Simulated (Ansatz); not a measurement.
Geometry optimisation, Ansatz 0.2.0, RHF/6-31G*.

input.yaml

```yaml
crystal:
  periodic: [false, false, false]
  atoms:
    - { symbol: Si, position_ang: [0.0, 0.0, 0.0] }
    - { symbol: H, position_ang: [0.0, 0.0, 1.81] }
    - { symbol: Cl, position_ang: [2.0086, 0.0, -0.7093] }
    - { symbol: H, position_ang: [-0.6877, 1.1914, -0.4862] }
    - { symbol: H, position_ang: [-0.6877, -1.1914, -0.4862] }
    - { symbol: O, position_ang: [1.0384, 1.566, 0.6243] }
    - { symbol: Si, position_ang: [2.4112, 1.4892, 1.5897] }
    - { symbol: H, position_ang: [2.8913, 0.1115, 1.6456] }
    - { symbol: H, position_ang: [3.4519, 2.344, 1.026] }
    - { symbol: H, position_ang: [2.0851, 1.9452, 2.9378] }
    - { symbol: H, position_ang: [0.5308, 0.8005, 1.7351] }
basis:
  gaussian: { orbitals: "6-31G*" }
hamiltonian:
  xc: hf
relax:
  f_tol: 0.15
  max_steps: 25
  restrain:
    - { distance: [0, 5], at: 2.88, k: 30.0 }
    - { distance: [10, 1], at: 1.86, k: 30.0 }
    - { distance: [0, 1], at: 1.46, k: 30.0 }
    - { distance: [10, 5], at: 1.01, k: 30.0 }
```

Command:

```bash
$ ansatz run input.yaml --threads 1 --pin off --max-ram 2048MiB --backend cpu --events-out ev --progress --plain --runs-dir out
```

Q: Where does it end, and by what steps?

A: The forces met the threshold. The restraints hold the end off the free minimum. After 15 steps the energy has fallen by 6.150 eV (the restraints' own energy left out); Cl3 moved furthest, 1.09 Å. Parted: Si1–O6 (1.98 → 2.89 Å). Joined: O6–H11 (1.44 → 0.97 Å).

```csv
step,energy less start (eV),largest force component (eV/Å),accepted
0,0.0000,6.158,yes
1,-1.5779,6.115,yes
2,-3.0395,4.659,yes
3,-4.3132,2.902,yes
4,-5.3762,1.515,yes
5,-5.8588,1.119,yes
6,-6.0209,0.957,yes
7,-6.0711,0.944,yes
8,-6.1085,1.056,yes
9,-6.1248,1.300,no
10,-6.1165,1.131,yes
11,-6.1261,1.117,yes
12,-6.1431,0.971,yes
13,-6.1576,1.078,no
14,-6.1464,0.969,yes
15,-6.1498,1.068,yes
```

```xyz
11
Properties=species:S:1:pos:R:3
Si -0.325 -0.235 -0.373
H -0.426 -0.433 1.075
Cl 1.522 -0.918 -1.023
H -0.526 1.157 -0.780
H -1.312 -1.104 -1.037
O 1.194 1.356 1.499
Si 2.714 1.819 1.971
H 3.564 0.643 2.250
H 3.280 2.610 0.869
H 2.655 2.643 3.194
H 0.701 0.718 2.040
```

Run time: 17 s on 1 thread of AMD EPYC 9R45 96-Core Processor (Zen 5), on a shared host, peak memory 0.19 GiB.
